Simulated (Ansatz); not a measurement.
Ansatz (a quantum-chemistry and plane-wave program) input (CCSD(T)/def2-TZVPP):

Ansatz 0.2 input:
```yaml
crystal:
  periodic: [false, false, false]
  atoms:
    - {symbol: Mo, position_ang: [0.00647517, -0.00620018, -0.06176619]}
    - {symbol: H, position_ang: [-0.45393104, -0.78603789, 1.30334400]}
    - {symbol: H, position_ang: [-0.75473259, 0.85253707, 1.10732733]}
    - {symbol: H, position_ang: [-0.51341346, -1.59752640, -0.28254492]}
    - {symbol: H, position_ang: [-1.02821628, 1.20679091, -0.61801505]}
    - {symbol: H, position_ang: [0.81686423, 0.30866156, 1.32667834]}
    - {symbol: H, position_ang: [1.66147220, 0.27598242, -0.24260968]}
basis:
  gaussian:
    orbitals: def2-TZVPP
magnetization: {spin_polarized: false}
correlation: {method: ccsd_t, electrons: outside_noble_gas}
```

Output:

```
Functional definition: HF
integrals: 0.29 GiB planned
829 factors; integrals over basis functions are off by at most 9.7e-4 eV
mean field: 0.32 GiB planned
mean field evaluation 1: about -1926.2395 eV, gradient 1.8e1 eV
mean field evaluation 2: about -1926.2434 eV, gradient 1.8e1 eV
mean field evaluation 4: about -1927.3292 eV, gradient 3.1e0 eV
mean field evaluation 8: about -1927.3742 eV, gradient 2.2e-1 eV
mean field evaluation 16: about -1927.3592 eV, gradient 1.6e0 eV
mean field -1927.37518851 eV, -70.8297317559 hartree, gradient 4.0e-6 eV, S^2 0.000000; 0 other end points of the search recorded, 0 dependent functions left out
4 core orbitals not correlated
reference -1927.37518851 eV, -70.8297317559 hartree; 6, 6 occupied and 130, 130 virtual orbitals, 829 factors
second order -9.42674444 eV of doubles, -0.00000000 eV of singles
coupled cluster: 0.56 GiB planned
cycle   1  -9.07543148 eV  change    3.5e-1 eV  update   1.5e-1
cycle   2  -9.56626615 eV  change   -4.9e-1 eV  update   5.2e-2
cycle   3  -9.74026586 eV  change   -1.7e-1 eV  update   3.4e-2
cycle   4  -9.73032526 eV  change    9.9e-3 eV  update   1.2e-2
cycle   5  -9.72886683 eV  change    1.5e-3 eV  update   4.5e-3
cycle   6  -9.72808677 eV  change    7.8e-4 eV  update   9.8e-4
cycle   7  -9.72767772 eV  change    4.1e-4 eV  update   2.7e-4
cycle   8  -9.72790200 eV  change   -2.2e-4 eV  update   1.2e-4
cycle   9  -9.72785656 eV  change    4.5e-5 eV  update   5.4e-5
cycle  10  -9.72781954 eV  change    3.7e-5 eV  update   2.4e-5
cycle  11  -9.72784305 eV  change   -2.4e-5 eV  update   9.7e-6
cycle  12  -9.72783901 eV  change    4.0e-6 eV  update   4.3e-6
perturbative correction -0.55069980 eV, -0.0202378444 hartree
Total energy: -1937.65372732 eV, -71.2074610902 hartree
```
